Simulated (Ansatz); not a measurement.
Consider the formal exchange of groups at the Se–Ge bond: `[CH3][GeH]([Cl])[SeH]` + `C=C(C)O` → `C/C(O)=C\[SeH]` + `[CH3][GeH2][Cl]`.

Calculated with Ansatz (gas phase, PBE0-D4/def2-TZVP geometries, no zero-point term in ΔE). CCSD(T)/CBS adds triple-zeta CCSD(T) − MP2 to the extrapolated MP2 energy (def2 sets, frozen cores). DFT in def2-TZVPP. B3LYP here is the variant with VWN-RPA as its local correlation; programs differ in this. For Ge, Se outer-core shells are correlated without core-valence functions, which leaves a few kJ/mol of doubt a bond. Scalar relativity is left out up to krypton. Each species was taken in one conformer, which may not be the lowest.

| level | ΔE (kJ/mol) | difference from CCSD(T)/CBS |
| --- | --- | --- |
| PBE-D4 | 113.1 | -2.7 |
| r2SCAN-D4 | 118.4 | 2.6 |
| PBE0-D4 | 115.8 | 0.0 |
| B3LYP-D4 | 117.5 | 1.7 |
| ωB97X-V | 112.4 | -3.4 |
| ωB97M-V | 115.2 | -0.6 |
| B2PLYP | 116.6 | 0.8 |
| PBE | 112.9 | -2.9 |
| r2SCAN | 118.4 | 2.6 |
| PBE0 | 115.4 | -0.4 |
| B3LYP | 117.1 | 1.3 |
| HF/def2-TZVPP | 124.0 | 8.2 |
| MP2/def2-TZVPP | 115.2 | -0.6 |
| SCS-MP2/def2-TZVPP | 113.3 | -2.5 |
| CCSD/def2-TZVPP | 114.6 | -1.2 |
| CCSD(T)/def2-TZVPP | 113.1 | -2.7 |
| HF/def2-QZVPP | 122.8 | 7.0 |
| MP2/def2-QZVPP | 116.3 | 0.5 |
| SCS-MP2/def2-QZVPP | 114.0 | -1.8 |
| HF/CBS(def2) | 122.7 | 6.9 |
| MP2/CBS(def2) | 117.9 | 2.1 |
| CCSD/CBS(def2) | 117.3 | 1.5 |
| CCSD(T)/CBS | 115.8 | 0 |

Largest T1 diagnostic among the species: 0.012.

In def2-TZVPP, CCSD(T) changes the Hartree–Fock value by −10.9 kJ/mol (the triples alone add −1.5 kJ/mol) and MP2 by −8.8 kJ/mol.
